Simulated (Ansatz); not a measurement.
Relaxation of C2H5AlSe (9 atoms, charge 0, multiplicity 1), to a largest force component of 0.02 eV/Å in at most 50 steps.

All numbers below come from Ansatz 0.2.0, RKS BLYP-D4/def2-SVP.

```xyz
9
Properties=species:S:1:pos:R:3
C 0.485 1.345 0.003
C -0.042 0.189 0.334
Al 0.492 -1.439 -0.636
Se -1.220 0.038 1.776
H 1.148 1.489 -0.841
H 0.119 2.296 0.523
H 1.593 -1.336 -1.824
H -0.904 0.168 -0.333
H -2.461 0.215 0.843
```

Question: Where does it end, and by what steps?

Answer: The forces met the threshold. After 30 steps the energy has fallen by 3.593 eV; H7 moved furthest, 1.71 Å. Parted: C2–Al3.

```json
{"step": "0", "energy less start (eV)": "0.0000", "largest force component (eV/Å)": "7.148", "accepted": "yes"}
{"step": "2", "energy less start (eV)": "-2.2595", "largest force component (eV/Å)": "1.239", "accepted": "yes"}
{"step": "4", "energy less start (eV)": "-2.8686", "largest force component (eV/Å)": "0.995", "accepted": "yes"}
{"step": "6", "energy less start (eV)": "-3.0723", "largest force component (eV/Å)": "0.779", "accepted": "yes"}
{"step": "8", "energy less start (eV)": "-3.1602", "largest force component (eV/Å)": "0.292", "accepted": "yes"}
{"step": "10", "energy less start (eV)": "-3.1843", "largest force component (eV/Å)": "0.337", "accepted": "yes"}
{"step": "12", "energy less start (eV)": "-3.1984", "largest force component (eV/Å)": "0.289", "accepted": "yes"}
{"step": "14", "energy less start (eV)": "-3.2319", "largest force component (eV/Å)": "0.395", "accepted": "yes"}
{"step": "16", "energy less start (eV)": "-3.2936", "largest force component (eV/Å)": "0.372", "accepted": "yes"}
{"step": "18", "energy less start (eV)": "-3.3814", "largest force component (eV/Å)": "0.270", "accepted": "yes"}
{"step": "20", "energy less start (eV)": "-3.4573", "largest force component (eV/Å)": "0.112", "accepted": "yes"}
{"step": "22", "energy less start (eV)": "-3.5292", "largest force component (eV/Å)": "0.107", "accepted": "yes"}
{"step": "24", "energy less start (eV)": "-3.5758", "largest force component (eV/Å)": "0.300", "accepted": "yes"}
{"step": "26", "energy less start (eV)": "-3.5894", "largest force component (eV/Å)": "0.140", "accepted": "yes"}
{"step": "28", "energy less start (eV)": "-3.5925", "largest force component (eV/Å)": "0.057", "accepted": "yes"}
{"step": "30", "energy less start (eV)": "-3.5928", "largest force component (eV/Å)": "0.016", "accepted": "yes"}
```

```xyz
9
Properties=species:S:1:pos:R:3
C 0.679 1.408 -0.085
C -0.560 0.823 -0.122
Al 1.396 -1.140 -0.025
Se -1.314 0.083 1.489
H 1.093 1.874 -0.993
H 1.206 1.617 0.857
H 0.102 -1.568 -1.016
H -1.149 0.707 -1.040
H -2.243 -0.839 0.779
```

Time of the run: 53 s on 2 threads of Intel(R) Xeon(R) Platinum 8375C CPU @ 2.90GHz (Ice Lake) (shared host), peak memory 0.22 GiB.
